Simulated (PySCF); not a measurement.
SMILES CS(=O)[CH2], doublet (PBE0/def2-SVP optimised geometry):

```
9

C      1.302    -0.738     0.000
S     -0.434    -0.738     0.000
C     -0.728     1.062     0.000
O     -0.960    -1.277    -1.291
H      1.819    -0.330     0.875
H      1.767    -1.523    -0.602
H     -0.315     1.470    -0.932
H     -0.268     1.523     0.885
H     -1.819     1.187     0.025
```

Calculation: unrestricted PBE0/def2-TZVP (PySCF 2.14.0).

Q: What are the frontier orbital energies (α orbitals alone; a β orbital can be the lowest empty one) and the dipole moment?

A: HOMO-2 -8.20 eV, HOMO-1 -7.94 eV, HOMO -6.31 eV, LUMO 0.75 eV, LUMO+1 1.18 eV; dipole moment 3.77 D.

On the same geometry unrestricted PBE/def2-TZVP (PySCF) gives HOMO-2 -6.78 eV, HOMO-1 -6.34 eV, HOMO -5.01 eV, LUMO -0.38 eV, LUMO+1 0.33 eV; dipole moment 3.41 D.

Meta-Löwdin charges at PBE0/def2-TZVP: C1 -0.48, S2 1.06, C3 -0.48, O4 -0.83, H5 0.14, H6 0.16, H7 0.14, H8 0.14, H9 0.15.
